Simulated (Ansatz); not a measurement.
Program: Ansatz. Geometries: PBE0-D4/def2-TZVP. ΔE: electronic, gas phase. CBS: MP2 limit from def2 TZ/QZ plus the TZ coupled-cluster correction, frozen cores. This one scheme is used for every species. For Ge outer-core shells are correlated without core-valence functions, which leaves a few kJ/mol of doubt a bond. Scalar relativity is left out up to krypton. Each species was taken in one conformer, which may not be the lowest.

Reaction (ligand exchange at the Si–N bond): `O[SiH2][NH][GeH2][OH]` + `N[Si](O)(Cl)Cl` → `O[SiH2]N[Si](O)(Cl)Cl` + `[NH2][GeH2][OH]`

`O[SiH2][NH][GeH2][OH]`:

```xyz
12

O    -0.263    1.150   -1.540
Si   -1.057    1.346   -0.121
N    -0.564    0.087    0.957
Ge    0.922   -0.928    0.709
O     0.790   -1.493   -0.995
H    -0.047    0.232   -1.756
H    -2.540    1.262   -0.230
H    -0.688    2.704    0.349
H    -1.281   -0.351    1.515
H     0.881   -2.130    1.666
H     2.219   -0.110    0.818
H     1.628   -1.770   -1.372
```

`N[Si](O)(Cl)Cl`:

Z-matrix (Å, degrees):
```
Si
O 1 1.625
Cl 1 2.039 2 103.8
N 1 1.692 2 111.4 3 124.8
Cl 1 2.043 2 112.5 3 -116.6
H 2 0.960 1 116.0 3 -177.1
H 4 1.008 1 119.8 2 -59.5
H 4 1.007 1 119.6 2 155.6
```

`O[SiH2]N[Si](O)(Cl)Cl`:

Z-matrix (Å, degrees):
```
Si
N 1 1.717
O 1 1.659 2 105.8
H 1 1.483 2 107.3 3 120.3
H 1 1.486 2 114.1 3 -117.6
Si 2 1.708 1 127.7 3 42.5
H 2 1.010 1 115.9 3 -131.2
H 3 0.959 1 116.7 2 -154.6
O 6 1.618 2 109.1 1 -16.0
Cl 6 2.043 2 108.1 1 -139.2
Cl 6 2.036 2 113.3 1 103.2
H 9 0.968 6 113.9 2 -24.3
```

`[NH2][GeH2][OH]`:

Z-matrix (Å, degrees):
```
Ge
O 1 1.780
N 1 1.819 2 104.8
H 1 1.538 2 111.2 3 -115.1
H 1 1.549 2 106.5 3 123.0
H 2 0.959 1 112.2 3 -147.4
H 3 1.009 1 115.8 2 -150.0
H 3 1.009 1 117.0 2 77.3
```

| level | ΔE (kJ/mol) |
| --- | --- |
| HF/def2-TZVPP | 9.6 |
| HF/def2-QZVPP | 8.9 |

(1) What does CCSD(T)/CBS give? (Estimate.)

Largest T1 diagnostic among the species: 0.012.

## Answers

(1) Computed: +9.9 kJ/mol. The listed levels differ from it by -0.3, -1.0 kJ/mol.
